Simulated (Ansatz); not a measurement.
Stepwise substitution at one centre (Ga NH2-SH). All species are isolated molecules in the gas phase. One relaxed conformer stands for each flexible species; it need not be the lowest. Strings in code marks are SMILES.

Quantity: redistribution energy (mixed species minus the weighted end members), in kcal/mol.

Case: 2 of 3 NH2 replaced by SH: `[NH2][Ga]([SH])[SH]`. The other species in the difference include `[NH2][Ga]([NH2])[NH2]` (neutral, multiplicity 1). Geometry of `[NH2][Ga]([SH])[SH]` (neutral, multiplicity 1, Å):

```xyz
8

N     -0.4156    -1.2154     0.2646
Ga     0.1636     0.4826    -0.0636
S     -1.2581     2.1652    -0.2806
S      2.3212     0.9688    -0.1534
H      0.2014    -2.0075     0.1841
H     -1.3783    -1.4791     0.1302
H     -2.3444     1.3874    -0.1311
H      2.7101    -0.3020     0.0497
```

Problem. What redistribution energy (mixed species minus the weighted end members) does frozen-core CCSD(T)/cc-pVTZ // B3LYP-D3(BJ)/def2-TZVP (Ansatz, a quantum-chemistry and plane-wave program) give?

Solution. -0.67 kcal/mol.
